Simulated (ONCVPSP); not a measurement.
# P: from the effect back to the setting (ONCV)

Base potential:

phosphorus (P), optimised norm-conserving Vanderbilt (ONCV), made with ONCVPSP 4.0.1 (LDA (Perdew-Zunger), scalar-relativistic). Core [Ne], reference 3s1 3p4. Waves: 3s: rc 1.35 bohr, ncon 4, nbas 8, qcut 3.9 1/bohr, 2 projectors, debl 1.9 Ha; 3p: rc 1.60 bohr, ncon 4, nbas 7, qcut 4.9 1/bohr, 3 projectors, debl 3.6 Ha; d scattering state at 0.19 Ha: rc 1.65 bohr, ncon 5, nbas 9, qcut 6.8 1/bohr, 2 projectors, debl 0.7 Ha. Local part: polynomial inside 0.95 bohr (lpopt 5, dvloc0 0 Ha). Core correction: Teter function, fcfact 3, rcfact 1.45.

Cutoffs, loose and tight: the cutoffs (Ha) at which the residual kinetic energy of the hardest occupied pseudo-wave falls to 1 and 0.1 mHa per electron. They do not see the model core or the augmentation charge, which bear on the density cutoff. Test errors are all-electron minus pseudo excitation energies from the reference, over the configurations 3s2 3p3; 3s2 3p2; 3s2 3p1; 3s2 3p0; variants that change the core or the reference have their own tests.

Only the fcfact is moved:

```json
{"fcfact": "1.5", "cutoff, loose": "17 Ha", "cutoff, tight": "45 Ha", "bound ghosts": "none", "largest test error (meV)": "+72", "median size of the test errors": "7.1 meV"}
{"fcfact": "2.2", "cutoff, loose": "17 Ha", "cutoff, tight": "45 Ha", "bound ghosts": "none", "largest test error (meV)": "+61", "median size of the test errors": "6.1 meV"}
{"fcfact": "2.7", "cutoff, loose": "17 Ha", "cutoff, tight": "45 Ha", "bound ghosts": "none", "largest test error (meV)": "+53", "median size of the test errors": "5.5 meV"}
{"fcfact": "3.5", "cutoff, loose": "17 Ha", "cutoff, tight": "45 Ha", "bound ghosts": "none", "largest test error (meV)": "+43", "median size of the test errors": "4.8 meV"}
{"fcfact": "5.4", "cutoff, loose": "17 Ha", "cutoff, tight": "45 Ha", "bound ghosts": "none", "largest test error (meV)": "+21", "median size of the test errors": "3.6 meV"}
{"fcfact": "5.9", "cutoff, loose": "17 Ha", "cutoff, tight": "45 Ha", "bound ghosts": "none", "largest test error (meV)": "+16", "median size of the test errors": "3.3 meV"}
{"fcfact": "6.9", "cutoff, loose": "17 Ha", "cutoff, tight": "45 Ha", "bound ghosts": "none", "largest test error (meV)": "+6.2", "median size of the test errors": "2.7 meV"}
{"fcfact": "7.4", "cutoff, loose": "17 Ha", "cutoff, tight": "45 Ha", "bound ghosts": "none", "largest test error (meV)": "+2.8", "median size of the test errors": "1.8 meV"}
```

Q: One more run gave cutoff, loose: 17 Ha; cutoff, tight: 45 Ha; bound ghosts: none; largest test error (meV): +33; median size of the test errors: 4.3 meV. Which value of the fcfact was used?

A: 4.3. The median size of the test errors moves one way along this sweep, from 7.1 meV at 1.5 to 1.8 meV at 7.4, which places the run between 3.5 and 5.4.
